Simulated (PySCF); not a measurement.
FGeI, SMILES [F][Ge][I] at its CAM-B3LYP/def2-SVP optimised geometry (Å):

```
3

Ge    -0.6543    -1.2641     0.0000
F      1.0887    -1.2641     0.0000
I     -1.0887     1.2641     0.0000
```

Computed with CAM-B3LYP/def2-TZVP, def2 effective core potentials past Kr (PySCF). The core electrons that the potentials of I replace are not part of the density.

Map of the log10 of the electron density (e/bohr³), floored at −4 on the plane z = 1.2 Å:

```
|     ..::::::...             |
|    .::-------::.            |
|  ..:--=======--:.           |
| ..:-==++**+++==-:.          |
| .:-=++**##***+==-:.         |
|.:-=+**##%%###*+=-:.         |
|.:-=+*#%%%%%%##*+=-:.        |
|:-=+*#%%@@@@%%#*+=-:.        |
|:-=+*#%@@@@@@%#*+=-:.        |
|:-=+*#%@@@@@@%##*=-:.        |
|:-=+*#%@@@@@@%#*+=-:.        |
|:-=+*#%%@@@@%%#*+=-:.        |
|.-=+**#%%%@%%##*+=-:.        |
|.:-=+*##%%%%%#**+=--:.       |
|.:-=++*#######*++==--:.      |
| .:-=++*#####**++++==-:.     |
| .:--=+**#####*****++=-:.    |
|  .:-=+**#####*******+=-.    |
|  .:-=+*##%%%#######*+=-:    |
|  .:-=+*##%%%#######**+-:    |
|  .:-=+*##%%%#######*+=-:    |
|  .:-=+*##%%%##******+=-.    |
|  .:-=+**#####*****++=-:.    |
|   .:-=+**##***++++==-:.     |
|   .:-==++***++====--:.      |
|    .:-==++++==---:::.       |
|    ..:--====--::...         |
|     ..::----::..            |
|       ..::::..              |
```
Scale: ten equal steps from -4.00 (start of ' ') to -1.26 (end of '@'), in the order ' .:-=+*#%@'; x runs from -3.50 to 3.50, y from -3.50 (bottom) to 3.50 (top).
